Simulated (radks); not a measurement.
Problem. I2+, 51 electrons, occupied as [Kr] 4d10 5s2 5p2.75 6p0.25 (fractional occupations, a model configuration). All-electron calculation, scalar-relativistic Kohn-Sham, PW91, spin-polarised, spherical densities, point nucleus; open shells are filled with parallel spins first (spin-orbit coupling, left out, can overturn this in heavy ions). Program: a radial shooting solver on a logarithmic mesh with Libxc functionals. Some entries of the table are withheld. Estimate them.

| orbital | occ. | eigenvalue (hartree) | <1/r> (bohr^-1) | <r^2> (bohr^2) |
|---|---|---|---|---|
| 1s up | 1 | -1213.133 | 56.84 | 0.001005 |
| 1s down | 1 | -1213.129 | 56.84 | 0.001005 |
| 2s up | 1 | -188.1167 | 13.02 | 0.01619 |
| 2s down | 1 | -188.1149 | 13.02 | 0.01619 |
| 2p up | 3 | -168.9351 | 12.46 | 0.01282 |
| 2p down | 3 | -168.9318 | 12.46 | 0.01282 |
| 3s up | 1 | -38.60831 | 4.668 | 0.1128 |
| 3s down | 1 | -38.60477 | 4.668 | 0.1127 |
| 3p up | 3 | -32.39276 | 4.437 | 0.1130 |
| 3p down | 3 | -32.38874 | 4.438 | 0.1130 |
| 3d up | 5 | -23.08107 | 4.200 | 0.09857 |
| 3d down | 5 | -23.07725 | 4.200 | 0.09856 |
| 4s up | 1 | -7.43879 | 1.888 | 0.6182 |
| 4s down | 1 | -7.43023 | 1.887 | 0.6178 |
| 4p up | 3 | -5.49010 | 1.728 | 0.7145 |
| 4p down | 3 | -5.48094 | 1.729 | 0.7127 |
| 4d up | 5 | -2.64969 | 1.442 | 0.9917 |
| 4d down | 5 | -2.63469 | 1.448 | 0.9778 |
| 5s up | 1 | -1.40278 | 0.6965 | 3.910 |
| 5s down | 1 | -1.31617 | 0.7045 | 3.883 |
| 5p up | 2.75 | -0.97513 | 0.5901 | 5.339 |
| 5p down | 0 | -0.88426 | 0.5882 | 5.465 |
| 5d up | 0 | -0.45748 | 0.4010 | 11.53 |
| 6s up | 0 | (1) | 0.2988 | 20.72 |
| 5d down | 0 | -0.38707 | 0.3816 | 12.40 |
| 6p up | 0.25 | -0.33280 | 0.2476 | 29.94 |

Solution. 
(1) 6s up eigenvalue (hartree): -0.43847
